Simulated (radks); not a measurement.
Q: Spherical quantum dot in the effective-mass picture: electrons in a parabolic well V = omega^2 r^2 / 2 with omega = 4.98, all in effective atomic units (hartree* = m*/eps^2 hartree, bohr* = eps/m* bohr), one dielectric constant everywhere. Method: non-relativistic Kohn-Sham, LDA (Slater exchange, Perdew-Wang correlation), spin-polarised, spherical densities; computed with a radial shooting solver with Libxc functionals. Levels are named by radial order and angular momentum (1s, 1p, 1d, 2s, ...), and open shells are averaged over m. Results are scaled to m* = 0.05 and eps = 4.7, for which hartree* = 61.59 meV and bohr* = 4.974 nm. At N = 33 the configuration is 1s2 1p6 1d10 2s2 1f(up 7, down 6). Does electron 34 go into 2p down or 1f down or 2p up?

A: Into 1f down. The total energies of the other choices lie higher by 28.0 meV (2p up), 29.1 meV (2p down).
